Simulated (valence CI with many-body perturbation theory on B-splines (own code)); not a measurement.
# E1 line list for Cr IX

Calculated by valence CI with perturbative core correlation (CI+MBPT): six valence electrons over a frozen Dirac-Fock core [Ne], a basis of 9 s, 9 p, 8 d, 6 f, 3 g, 1 h functions for each j, with the one-electron correlation potential Σ1, the two-electron term Σ2, the three-electron term Σ3, Breit, model QED; selected CI, second order for the rest, scaled by the run's own slope (own B-spline code, finite nucleus).

No measured spectrum was set against this ion. As an estimate, levels of excited configurations hold to 0.05 to 0.15 % of their energy, terms of the ground configuration to about 0.5 %. Among the levels kept, up to 800 cm⁻¹ of a level comes from second order outside the variational space, and about a tenth of that is noise between levels of different J, which matters for small intervals.

Lines 51 to 70 of 70 in falling wavelength, among levels below 427300 cm⁻¹, chosen from the strongest by gf and those to the six lowest levels. Wavelengths and rates use the calculated energies, so an error of 200 cm⁻¹ moves a line at 25.94 nm by 0.052 % and its rate by three times that or more. Electric multipoles are in the length gauge, E1 and E2 with the static RPA response of the core. Weak lines are less certain than strong ones. Lines between different terms over intervals too small for the method are left out, as are lines whose strength nearly cancels. The highest levels of a list are the least certain.

Letters in brackets count levels of one name in rising energy.

| λ vac (nm) | Upper | Lower | A (s⁻¹) | S (a.u.) with core polarisation | S without |
| --- | --- | --- | --- | --- | --- |
| 25.94 | 3s²3p³3d ³D°_2 [b] | 3s²3p⁴ ¹D_2 | 3.85e+07 | 1.66e-03 | 1.70e-03 |
| 25.78 | 3s²3p³3d ³P°_2 | 3s²3p⁴ ¹D_2 | 6.11e+07 | 2.58e-03 | 2.67e-03 |
| 25.78 | 3s²3p³3d ¹D°_2 | 3s²3p⁴ ³P_1 | 1.75e+07 | 7.41e-04 | 7.62e-04 |
| 25.58 | 3s²3p³3d ³D°_3 [b] | 3s²3p⁴ ¹D_2 | 2.99e+07 | 1.73e-03 | 1.77e-03 |
| 25.27 | 3s²3p³3d ¹D°_2 | 3s²3p⁴ ³P_2 | 4.66e+07 | 1.85e-03 | 1.91e-03 |
| 24.89 | 3s²3p³3d ³D°_1 [b] | 3s²3p⁴ ³P_0 | 6.55e+08 | 1.49e-02 | 1.54e-02 |
| 24.81 | 3s²3p³3d ³P°_0 | 3s²3p⁴ ³P_1 | 5.02e+08 | 3.79e-03 | 3.92e-03 |
| 24.81 | 3s²3p³3d ³P°_1 | 3s²3p⁴ ³P_0 | 1.08e+08 | 2.43e-03 | 2.52e-03 |
| 24.78 | 3s²3p³3d ³D°_1 [b] | 3s²3p⁴ ³P_1 | 9.52e+07 | 2.15e-03 | 2.19e-03 |
| 24.71 | 3s²3p³3d ³F°_2 [b] | 3s²3p⁴ ³P_1 | 7.62e+06 | 2.84e-04 | 2.92e-04 |
| 24.70 | 3s²3p³3d ³P°_1 | 3s²3p⁴ ³P_1 | 4.59e+07 | 1.02e-03 | 1.06e-03 |
| 24.50 | 3s²3p³3d ³D°_2 [b] | 3s²3p⁴ ³P_1 | 9.35e+08 | 3.39e-02 | 3.49e-02 |
| 24.36 | 3s²3p³3d ³P°_2 | 3s²3p⁴ ³P_1 | 7.12e+08 | 2.54e-02 | 2.62e-02 |
| 24.31 | 3s²3p³3d ³D°_1 [b] | 3s²3p⁴ ³P_2 | 8.99e+07 | 1.91e-03 | 1.98e-03 |
| 24.30 | 3s²3p³3d ³F°_3 [b] | 3s²3p⁴ ³P_2 | 8.76e+07 | 4.35e-03 | 4.46e-03 |
| 24.24 | 3s²3p³3d ³F°_2 [b] | 3s²3p⁴ ³P_2 | 8.30e+05 | 2.92e-05 | 2.98e-05 |
| 24.23 | 3s²3p³3d ³P°_1 | 3s²3p⁴ ³P_2 | 1.63e+09 | 3.44e-02 | 3.55e-02 |
| 24.04 | 3s²3p³3d ³D°_2 [b] | 3s²3p⁴ ³P_2 | 1.26e+08 | 4.33e-03 | 4.48e-03 |
| 23.91 | 3s²3p³3d ³P°_2 | 3s²3p⁴ ³P_2 | 2.99e+09 | 1.01e-01 | 1.04e-01 |
| 23.73 | 3s²3p³3d ³D°_3 [b] | 3s²3p⁴ ³P_2 | 3.32e+08 | 1.54e-02 | 1.58e-02 |
